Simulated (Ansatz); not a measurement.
`[GeH3][SeH]` and `[GeH3][Se][GeH3]` differ in one atom or group.

Ansatz, PBE0-D4/def2-TZVP geometries, multiplicity 1. 

Scalar relativity is left out up to krypton.

```json
{"property": "size of the dipole moment (PBE/def2-TZVPP) / D", "`[GeH3][SeH]`": "1.03"}
{"property": "HOMO–LUMO gap (PBE/def2-TZVPP) / eV", "`[GeH3][SeH]`": "4.61"}
{"property": "LUMO energy (ωB97M-V/def2-TZVPP) / eV", "`[GeH3][SeH]`": "1.50"}
{"property": "HOMO energy (B3LYP/def2-TZVPP) / eV", "`[GeH3][SeH]`": "-6.72"}
{"property": "HOMO–LUMO gap (PBE0/def2-TZVPP) / eV", "`[GeH3][SeH]`": "6.63"}
{"property": "HOMO energy (PBE0/def2-TZVPP) / eV", "`[GeH3][SeH]`": "-6.96"}
```

Problem. What does the change do to each property? (Estimate.)

Solution. Ansatz gave: 
```json
{"property": "size of the dipole moment (PBE/def2-TZVPP) / D", "`[GeH3][Se][GeH3]`": "1.03", "shift": "0.00"}
{"property": "HOMO–LUMO gap (PBE/def2-TZVPP) / eV", "`[GeH3][Se][GeH3]`": "4.55", "shift": "-0.06"}
{"property": "LUMO energy (ωB97M-V/def2-TZVPP) / eV", "`[GeH3][Se][GeH3]`": "1.43", "shift": "-0.07"}
{"property": "HOMO energy (B3LYP/def2-TZVPP) / eV", "`[GeH3][Se][GeH3]`": "-6.63", "shift": "0.09"}
{"property": "HOMO–LUMO gap (PBE0/def2-TZVPP) / eV", "`[GeH3][Se][GeH3]`": "6.52", "shift": "-0.11"}
{"property": "HOMO energy (PBE0/def2-TZVPP) / eV", "`[GeH3][Se][GeH3]`": "-6.86", "shift": "0.10"}
```

The zero-point energy changes by 44.0 kJ/mol with +9 modes. Dipoles are sizes alone; their direction can turn.

B3LYP here is the variant with VWN-RPA as its local correlation; programs differ in this.

Spin–orbit coupling is left out; it splits and shifts lone-pair levels of the heavy atoms by tenths of an eV.
